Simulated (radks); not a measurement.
Results of a calculation; reference values are marked as such.
Mean orbital radii <r> (bohr) of neutral erbium, [Xe] 4f12 6s2, at several levels of relativity; Dirac values are averaged over j with weights 2j + 1. Spin-unpolarised spherical Kohn-Sham, PBEsol, point nucleus unless stated (finite: rms radius 5.2516 fm), a radial shooting solver on a logarithmic mesh with Libxc functionals. A level marked "c x" has the speed of light scaled by that factor and shares open shells by 2j + 1; other Dirac levels either fill j = l - 1/2 first or share by 2j + 1.

shell  non-rel.  scalar-rel., finite nucleus  Dirac, 2j+1 shares  Dirac, c x 2  change of magnitude, last against first (%)
2s      0.09462                      0.08649             0.08591       0.09253                                        -2.21
2p      0.08015                      0.07673             0.07633       0.07922                                        -1.16
3s       0.2425                       0.2254              0.2250        0.2383                                        -1.73
3p       0.2323                       0.2246              0.2238        0.2303                                        -0.90
3d       0.2050                       0.2038              0.2038        0.2047                                        -0.16
4s       0.5461                       0.5083              0.5081        0.5369                                        -1.68
4p       0.5573                       0.5392              0.5383        0.5526                                        -0.84
4d       0.5859                       0.5839              0.5842        0.5854                                        -0.09
5s        1.361                        1.253               1.254         1.336                                        -1.88
5p        1.549                        1.497               1.495         1.536                                        -0.83
4f       0.7848                       0.8327              0.8341        0.7952                                        +1.33
6s        4.307                        4.000               4.000         4.239                                        -1.58
